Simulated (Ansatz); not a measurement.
The cluster Cd4S5. Total charge 0; singlet. Geometry PBE-D4/def2-SVP, basis def2-TZVP, Ansatz.

```xyz
9

Cd   -1.184    1.712   -2.010
Cd    1.812    0.928   -1.032
Cd    0.937   -1.730   -1.201
Cd    0.620    3.361    0.720
S    -1.596   -1.618   -1.447
S    -1.253    0.504    1.253
S    -1.771   -1.344    0.643
S     1.171    0.085    1.672
S     1.266   -1.898    1.402
```

```json
{"run": "A", "HOMO (eV)": "-5.18", "LUMO (eV)": "-3.76"}
{"run": "B", "HOMO (eV)": "-5.66", "LUMO (eV)": "-3.23"}
{"run": "C", "HOMO (eV)": "-5.02", "LUMO (eV)": "-3.75"}
{"run": "D", "HOMO (eV)": "-4.92", "LUMO (eV)": "-3.65"}
```

In the def2 sets Cd takes a core potential; there is no spin–orbit coupling. Another isomer (singlet) lies 3.19 eV lower at PBE0-D4/def2-TZVP; other spin states weren't run for this one.

Problem. The runs used PBE, PBE0, r2SCAN, revPBE. Estimate which is which.

Solution. A r2SCAN (0 % exact exchange); B PBE0 (25 % exact exchange); C PBE (0 % exact exchange); D revPBE (0 % exact exchange). Exact exchange lowers occupied and raises empty levels; among semilocal functionals meta-GGAs tend to open the gap a little, and such runs are hard to tell apart. The gap grows from 1.26 eV (PBE) to 2.43 eV (PBE0). The restricted singlet is unstable towards broken spin symmetry in Hartree–Fock (as tested in another run); at r2SCAN-D4/def2-TZVP, PBE0-D4/def2-TZVP, PBE-D4/def2-TZVP, revPBE-D4/def2-TZVP this wasn't settled.
